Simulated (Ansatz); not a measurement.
Mulliken charges of CH4AlNO, SMILES `[OH][Al]1[CH2][NH]1` from PBE/def2-TZVPP in Ansatz (PBE0-D4/def2-TZVP geometry).

```json
{"atom": "O1", "x (Å)": "-0.581", "y (Å)": "2.023", "z (Å)": "-1.253", "charge (e)": "-0.330"}
{"atom": "Al2", "x (Å)": "-0.134", "y (Å)": "0.663", "z (Å)": "-0.372", "charge (e)": "0.409"}
{"atom": "C3", "x (Å)": "0.770", "y (Å)": "-0.470", "z (Å)": "0.856", "charge (e)": "-0.202"}
{"atom": "N4", "x (Å)": "-0.364", "y (Å)": "-0.999", "z (Å)": "-0.015", "charge (e)": "-0.338"}
{"atom": "H5", "x (Å)": "-1.275", "y (Å)": "2.062", "z (Å)": "-1.908", "charge (e)": "0.178"}
{"atom": "H6", "x (Å)": "1.752", "y (Å)": "-0.906", "z (Å)": "0.654", "charge (e)": "0.078"}
{"atom": "H7", "x (Å)": "0.568", "y (Å)": "-0.468", "z (Å)": "1.930", "charge (e)": "0.078"}
{"atom": "H8", "x (Å)": "-0.645", "y (Å)": "-1.961", "z (Å)": "0.053", "charge (e)": "0.128"}
```

By hand: the dipole of these point charges (1 e Å = 4.8032 D).

Σ q r = (-0.024, 0.045, -0.038) e Å, of length 0.064 e Å = 0.31 D.

How does the dipole of the full density compare? (Best estimate.)

Ansatz gave: (-0.234, 0.018, -0.223) e Å, 1.55 D; the point charges give 0.20 times that, at 44° from its direction.

Point charges leave out the atoms' own dipoles, such as those of lone pairs, and Mulliken's split depends on the basis, so the two needn't agree.
